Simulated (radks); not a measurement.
Problem. These are the eigenvalues of the occupied orbitals of an atom or ion with whole-number occupations (eV). Method: Dirac Kohn-Sham, PBE, spin-unpolarised, spherical densities, point nucleus; computed with a radial shooting solver on a logarithmic mesh with Libxc functionals.

1s1/2: -79262.03
2s1/2: -14696.52
2p1/2: -14122.11
2p3/2: -12393.49
3s1/2: -4178.399
3p1/2: -3922.248
3p3/2: -3540.015
3d3/2: -3115.552
3d5/2: -3033.275
4s1/2: -1574.476
4p1/2: -1464.531
4p3/2: -1361.140
4d3/2: -1181.427
4d5/2: -1160.635
4f5/2: -935.8334

Which element is it, and in what charge state? The configuration may be excited. Open shells, if any, fill j = l - 1/2 first.

Solution. Z = 78, platinum, charge +28: Pt28+ in [Kr] 4d10 4f4. The list shows which subshells hold electrons but not how many an open one holds; the 1s level, -2912.8 hartree, gives Z - s = 76.3 by -(Z - s)^2/2, which with screening and relativity narrows Z to a few neighbours, and the depths of the outer levels then fix element, charge and occupations together.
